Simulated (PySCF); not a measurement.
From one molecule to another.

First species: C3H5F3S.
Z-matrix (Å and degrees, GFN2-xTB geometry), rows numbered from 1:
```
C 
C   1  1.5150
S   2  1.8400  1  109.31
C   3  1.8173  2   96.97  1   179.99
F   4  1.3379  3  111.96  2   -59.60
F   4  1.3262  3  110.88  2  -179.95
F   4  1.3379  3  111.96  2    59.71
H   1  1.0869  2  110.56  3    60.15
H   1  1.0874  2  109.44  3  -179.95
H   1  1.0869  2  110.54  3   -60.10
H   2  1.0898  1  111.26  3   118.23
H   2  1.0899  1  111.31  3  -118.29
```

Second species: CHF2CHF2, C2H2F4.
Atom-mapped SMILES: `[F:1][CH:2]([F:3])[CH:4]([F:5])[F:6]` (hydrogens: H7 on C2; H8 on C4)

Structure used (GFN2-xTB), in Å, numbered top down from 1:
```xyz
8
C2H2F4 angstrom
F     -1.214    0.187    1.255
C     -0.768   -0.048    0.007
F     -1.288    0.906   -0.787
C      0.770    0.050   -0.013
F      1.218   -0.179   -1.261
F      1.290   -0.908    0.777
H     -1.127   -1.033   -0.326
H      1.128    1.034    0.325
```

Levels: CAM-B3LYP/def2-SVPD for dipole moment, HOMO energy, LUMO energy, HOMO–LUMO gap, static isotropic polarisability and electronic spatial extent ⟨r²⟩ about the centre of nuclear charge; TDDFT CAM-B3LYP/def2-SVPD for lowest singlet excitation; TDA CAM-B3LYP/def2-SVPD for lowest triplet excitation (Tamm–Dancoff); GFN2-xTB for rotational constant A and rotational constant C. Geometries: GFN2-xTB. Each species is one conformer at its optimised geometry, gas phase, non-relativistic unless stated; the electronic structure was computed with PySCF and density fitting.

Dipoles, sizes and rotational constants follow the conformer. The torsions of the flexible species, by atom-mapped SMILES:
- `[CH3:1][CH2:2][S:3][C:4]([F:5])([F:6])[F:7]`: C1–C2–S3–C4 180°, C2–S3–C4–F5 -60°
- `[F:1][CH:2]([F:3])[CH:4]([F:5])[F:6]`: F1–C2–C4–F5 180°

(1) Which of the two has the higher static isotropic polarisability, and by how much?

(2) Which has the higher ⟨r²⟩?

(3) Which has the higher rotational constant A?

(4) Which of the two has the higher LUMO energy, and by how much?

(5) Which has the higher HOMO energy?

(6) Which has the higher rotational constant C?

(7) Which of the two has the higher dipole moment, and by how much?

(8) Which of the two has the higher T1 energy, and by how much?

Results:

(1) The first: 61.2 au against 30.4 au, a difference of 30.8 au.

(2) The first: 988 bohr² against 516 bohr², a difference of 472 bohr².

(3) The second: 5.249 GHz against 4.277 GHz, a difference of 0.972 GHz.

(4) The second: 1.44 eV against 0.72 eV, a difference of 0.72 eV.

(5) The first: -8.90 eV against -11.62 eV, a difference of 2.72 eV.

(6) The second: 2.044 GHz against 1.227 GHz, a difference of 0.817 GHz.

(7) The first: 2.70 D against 0.00 D, a difference of 2.70 D.

(8) The second: 9.05 eV against 4.95 eV, a difference of 4.10 eV.

On the first: S1 lies 4.12 eV below the HOMO–LUMO gap; its leading configuration is HOMO→LUMO, weight 0.81. The vertical singlet–triplet gap S1 − T1 is 0.55 eV (TDDFT singlet less Tamm–Dancoff triplet; S1: HOMO→LUMO, weight 0.81; T1: HOMO→LUMO, weight 0.75).

On the second: In wavenumbers S1 is 77000 cm⁻¹ (1 eV = 8065.54 cm⁻¹). The principal polarisabilities are 28.8, 31.1 and 31.3 au; their mean is the isotropic value.
